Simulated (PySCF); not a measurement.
Structure with atom numbers: `[CH3:1][Si@@H:2]([SiH3:3])[SiH2:4][NH2:5]`. Hydrogens are named by the atom that carries them. Ha(Si4) is pro-R; Hb(Si4) is pro-S.

No relativistic terms, no solvent, one averaged value for each set of equivalent atoms, single conformer. Shielding tensors at PBE0/pcSseg-1 (GIAO); GFN2-xTB structure; PySCF 2.14.

Scale: TMS for $^{13}$C (σref 186.93) and $^{1}$H (σref 31.72) and $^{29}$Si (σref 349.16); $^{15}$N (σref 267.73) vs NH3 (reference shieldings calculated alike).

| atoms | nucleus | count | Hirshfeld charge | δ (ppm) |
| --- | --- | --- | --- | --- |
| Hb(Si4) | $^{1}$H | 1 | -0.08 | 4.93 |
| H(Si3) | $^{1}$H | 3 | -0.08 | 3.38 |
| Ha(Si4) | $^{1}$H | 1 | -0.10 | 5.14 |
| H(Si2) | $^{1}$H | 1 | -0.08 | 4.02 |
| H(N5) | $^{1}$H | 2 | 0.12 | ? |
| C1 | $^{13}$C | 1 | -0.21 | ? |
| H(C1) | $^{1}$H | 3 | 0.04 | 0.36 |
| Si2 | $^{29}$Si | 1 | 0.19 | -88.0 |
| N5 | $^{15}$N | 1 | -0.32 | -2.4 |
| Si3 | $^{29}$Si | 1 | 0.20 | -117.1 |
| Si4 | $^{29}$Si | 1 | 0.28 | ? |

Q: Fill in the missing shifts.

A: 
- C1: -8.6 ppm, methyl carbon bonded to Si; an electropositive neighbour leaves it electron-rich and shielded
- H(N5): -0.17 ppm, hydrogen on a nitrogen bonded to Si; labile proton, position sensitive to the medium
- Si4: -50.2 ppm, silicon bonded to N, Si, 2 H

The OH or NH signal is concentration- and solvent-dependent in practice; the value given is the gas-phase one. Shifts are as computed. Against solution values, carbons near 30 ppm lie about +3 ppm off and those near 130 ppm about +5 ppm. Of 1309 compounds with measured shifts, 239 miss one by over three times the rms of a fit or turn the order of signals round; such compounds aren't used in these exercises. Experimental scales use liquid or dissolved standards, which lie at an offset from isolated NH3 (liquid NH3: subtract about 20 ppm).
